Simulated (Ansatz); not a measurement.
Two isomers of C3H6OSi: A = `C[SiH]1C=CO1`, B = `C1=C[SiH2]OC1`.

Isolated molecules relaxed with PBE0-D4/def2-TZVP in Ansatz; ΔE leaves out vibrations. CBS: MP2 limit from def2 TZ/QZ plus the TZ coupled-cluster correction, frozen cores. DFT in def2-TZVPP. B3LYP here is the variant with VWN-RPA as its local correlation; programs differ in this.

Q: Which is lower in electronic energy at CCSD(T)/CBS, and by how much? (An estimate is asked.)

A: Ansatz gave: B, by 7.5 kcal/mol.

Q: Give E(B) − E(A) in kcal/mol with B3LYP-D4, CCSD(T)/def2-TZVPP, B2PLYP, HF/def2-TZVPP, CCSD/def2-TZVPP, PBE-D4, ωB97M-V. (Best estimate.)

A: Ansatz gave: B3LYP-D4 -7.9, CCSD(T)/def2-TZVPP -7.6, B2PLYP -7.0, HF/def2-TZVPP -11.8, CCSD/def2-TZVPP -8.4, PBE-D4 -4.7, ωB97M-V -6.4. None reverses the order clearly.

Largest T1 diagnostic: 0.013.

The D4 term adds −0.8 kcal/mol with B3LYP and −0.4 kcal/mol with PBE0; it sums over pairs of atoms, weighted by their polarisabilities, and B3LYP, whose exchange is more repulsive, gets the larger term. In def2-TZVPP, CCSD(T) changes the Hartree–Fock value by +4.2 kcal/mol (the triples alone add +0.8 kcal/mol) and MP2 by +5.4 kcal/mol.
